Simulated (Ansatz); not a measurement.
`C[Se]B(Cl)Cl` + `BF` → `C[Se]BF` + `ClBCl`  (formal exchange of groups at the Se–B bond)

Isolated molecules relaxed with PBE0-D4/def2-TZVP in Ansatz; ΔE leaves out vibrations. CCSD(T)/CBS is the MP2 limit (def2-TZVPP, def2-QZVPP) plus CCSD(T) − MP2 in def2-TZVPP, frozen cores. This one scheme is used for every species. DFT in def2-TZVPP. B3LYP here is the variant with VWN-RPA as its local correlation; programs differ in this. For Se outer-core shells are correlated without core-valence functions, which leaves a few kJ/mol of doubt a bond. Scalar relativity is left out up to krypton. One conformer a species, not always the lowest.

`C[Se]B(Cl)Cl`:

Cartesian coordinates in Å:
```
C 1.061 0.414 0.777
Se 0.620 0.225 -1.111
B -1.167 -0.456 -1.004
Cl -1.982 -0.751 0.514
Cl -1.997 -0.790 -2.507
H 0.374 1.111 1.249
H 2.077 0.804 0.817
H 1.014 -0.556 1.266
```

`BF`:

Z-matrix (Å, degrees):
```
B
F 1 1.317
H 1 1.197 2 117.8
H 1 1.198 2 117.8 3 -180.0
```

`C[Se]BF`:

Z-matrix (Å, degrees):
```
C
Se 1 1.951
H 1 1.088 2 109.1
H 1 1.088 2 108.7 3 120.1
H 1 1.088 2 108.8 3 -120.1
B 2 1.922 1 98.6 3 0.7
F 6 1.322 2 119.1 1 179.9
H 6 1.198 2 121.2 1 -0.1
```

`ClBCl`:

Z-matrix (Å, degrees):
```
B
Cl 1 1.734
Cl 1 1.734 2 120.7
H 1 1.187 2 119.7 3 180.0
```

Problem. Is it downhill or uphill in electronic energy at CCSD(T)/CBS, and by how much? (Best estimate.)

Solution. Ansatz gave: Downhill: ΔE = -4.7 kJ/mol.

Problem. What do these levels give: PBE-D4, revPBE-D4, PBE0-D4, r2SCANh-D4, B2PLYP, PBE-QIDH, revPBE, B3LYP, HF/def2-SVP, MP2/def2-SVP, CCSD/def2-SVP, MP2/def2-TZVPP? (An estimate is asked.)

Solution. Computed: PBE-D4 -9.0, revPBE-D4 -5.6, PBE0-D4 -8.0, r2SCANh-D4 -9.5, B2PLYP -9.7, PBE-QIDH -6.8, revPBE -15.8, B3LYP -15.3, HF/def2-SVP -12.3, MP2/def2-SVP -1.7, CCSD/def2-SVP -7.9, MP2/def2-TZVPP -0.1 kJ/mol.

Largest T1 diagnostic among the species: 0.013.

The D4 term adds +8.9 kJ/mol with B3LYP and +4.8 kJ/mol with PBE0; it sums over pairs of atoms, weighted by their polarisabilities, and B3LYP, whose exchange is more repulsive, gets the larger term. Leaving LDA and LC-ωPBE aside and taking each functional with its dispersion term where it has one, the values, not all of them listed here, spread over 5.2 kJ/mol, from B97M-V to BHLYP-D4.
